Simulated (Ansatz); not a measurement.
Geometry optimisation, RKS PBE-D4/6-31G* in Ansatz 0.2.0.

input.yaml

```yaml
crystal:
  periodic: [false, false, false]
  atoms:
    - { symbol: Si, position_ang: [0.0, 0.0, 0.0] }
    - { symbol: Cl, position_ang: [1.2713, 0.0, 1.9526] }
    - { symbol: H, position_ang: [1.6559, 0.0, 0.1178] }
    - { symbol: "N", position_ang: [-0.8572, 1.4851, -0.6061] }
    - { symbol: H, position_ang: [-1.8773, 1.43, -0.8888] }
    - { symbol: H, position_ang: [-0.3367, 2.4058, -0.6766] }
    - { symbol: "N", position_ang: [-0.8572, -1.4851, -0.6061] }
    - { symbol: H, position_ang: [-1.3922, -2.1014, 0.0704] }
    - { symbol: H, position_ang: [-0.8219, -1.7344, -1.6357] }
basis:
  gaussian: { orbitals: "6-31G*" }
hamiltonian:
  xc: pbe
  dispersion: d4
relax:
  f_tol: 0.15
  max_steps: 25
  restrain:
    - { distance: [1, 2], at: 2.57, k: 30.0 }
    - { distance: [0, 1], at: 2.13, k: 30.0 }
    - { distance: [0, 2], at: 1.46, k: 30.0 }
```

Command:

```bash
$ ansatz run input.yaml --threads 1 --pin off --max-ram 2048MiB --backend cpu --events-out ev --progress --plain --runs-dir out
```

Question: Where does it end, and by what steps?

Answer: The forces met the threshold. The restraints hold the end off the free minimum; the threshold counts their pulls, which the force column leaves out. Restrained pairs: Cl2–H3 (1.87 → 2.60 Å), Si1–Cl2 (2.33 → 2.11 Å), Si1–H3 (1.66 → 1.46 Å). After 7 steps the energy has fallen by 3.095 eV (the restraints' own energy left out); Cl2 moved furthest, 0.82 Å.

```csv
step,energy less start (eV),largest force component (eV/Å),accepted
0,0.0000,3.076,yes
1,-1.1073,1.964,yes
2,-1.9519,1.504,yes
3,-2.6558,1.019,yes
4,-2.9361,0.811,yes
5,-3.0438,0.828,yes
6,-3.0873,0.820,yes
7,-3.0954,0.822,yes
```

```xyz
9
Properties=species:S:1:pos:R:3
Si 0.118 0.008 -0.068
Cl 0.458 -0.114 2.013
H 1.555 0.088 -0.336
N -0.686 1.369 -0.741
H -1.685 1.460 -0.563
H -0.222 2.277 -0.775
N -0.867 -1.352 -0.453
H -0.753 -2.215 0.072
H -1.133 -1.520 -1.423
```

The run took 25 s on 1 thread of Arm Neoverse V1, on a shared host, peak memory 0.12 GiB.
